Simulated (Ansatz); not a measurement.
Geometry optimisation, RHF/def2-SVP in Ansatz 0.2.0.

The input (input.yaml):

```yaml
crystal:
  periodic: [false, false, false]
  atoms:
    - { symbol: Ta, position_ang: [-0.231473, 0.271734, 0.151524] }
    - { symbol: Cl, position_ang: [2.188105, 0.468779, 0.356592] }
    - { symbol: Cl, position_ang: [-0.304785, 0.652978, 2.447615] }
    - { symbol: Cl, position_ang: [0.178984, -0.628462, -1.973609] }
    - { symbol: Cl, position_ang: [-1.045094, 2.272139, -0.521112] }
    - { symbol: Cl, position_ang: [-2.050116, -1.13629, 0.351089] }
    - { symbol: O, position_ang: [1.210912, -2.477408, 0.941084] }
    - { symbol: H, position_ang: [1.19089, -3.197359, 0.322645] }
    - { symbol: H, position_ang: [2.081577, -2.059109, 0.843071] }
basis:
  gaussian: { orbitals: def2-SVP }
hamiltonian:
  xc: hf
relax:
  f_tol: 0.03
  max_steps: 50
```

Launched with:

```bash
$ ansatz run input.yaml --threads 4 --pin off --max-ram 5120MiB --backend cpu --events-out ev --progress --plain --runs-dir out
```

Where does it end, and by what steps?

The forces met the threshold. After 7 steps the energy has fallen by 0.677 eV; H8 moved furthest, 0.82 Å. Joined: Ta1–O7 (3.20 → 2.30 Å).

```csv
step,energy less start (eV),largest force component (eV/Å),accepted
0,0.0000,1.238,yes
1,-0.1347,2.108,yes
2,-0.3233,2.291,yes
3,-0.5229,1.990,yes
4,-0.5777,1.668,yes
5,-0.6484,0.346,yes
6,-0.6698,0.206,yes
7,-0.6768,0.020,yes
```

```xyz
9
Properties=species:S:1:pos:R:3
Ta 0.011 0.029 0.179
Cl 2.275 0.690 0.281
Cl -0.162 0.386 2.496
Cl 0.375 -0.691 -2.044
Cl -0.990 1.991 -0.414
Cl -1.854 -1.413 0.290
O 1.024 -1.957 0.744
H 0.576 -2.793 0.682
H 1.966 -2.075 0.706
```

Whether the end is a true minimum wasn't checked by a vibrational analysis.

Run time: 16 s on 4 threads of Arm Neoverse V2 (shared host), peak memory 0.48 GiB.
